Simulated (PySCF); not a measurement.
Start geometry of As3H3 (cyclo-(AsH)3) from GFN2-xTB (Å):
```
atom  x, y, z in Å
As1   -0.251    1.387    0.151
As2    0.897   -0.369   -0.979
As3   -1.089   -0.879    0.231
H4     0.632    1.264    1.390
H5     0.119   -0.127   -2.276
H6    -0.307   -1.275    1.482
```

Problem. What comes out of this run: PySCF, PBE0-D3(BJ)/def2-SVP geometry optimisation, gas phase?

Solution. 
```
atom  x, y, z in Å
As1   -0.2004    1.4252    0.1391
As2    0.8974   -0.4327   -1.0058
As3   -1.1428   -0.8461    0.2693
H4     0.6910    1.2508    1.3672
H5     0.0869   -0.1638   -2.2746
H6    -0.3321   -1.2334    1.5047
```

The energy falls by 5.0 kJ/mol over 6 energy and gradient evaluations, the largest force component goes from 0.0174 to 3.0e-04 Eh/bohr, and the atoms move by 0.024 Å rms after alignment. Among the bonds, As1–As2 and As2–As3 change most and about equally (+0.060 Å). Bonds longer at the end by more than 0.005 Å: 3 of 6; shorter: 0. Rotational constants go from 2293, 2202, 1159 to 2177, 2126, 1108 MHz. The orientation of the end geometry is arbitrary; only internal coordinates are fixed.

The run used 111 basis functions and 35 SCF cycles in all. Hardware: one thread of an x86-64 server (shared host). Cost: 45 s.

PBE0-D3(BJ)/def2-SVP frequencies: not computed here. One conformer, not necessarily the lowest.
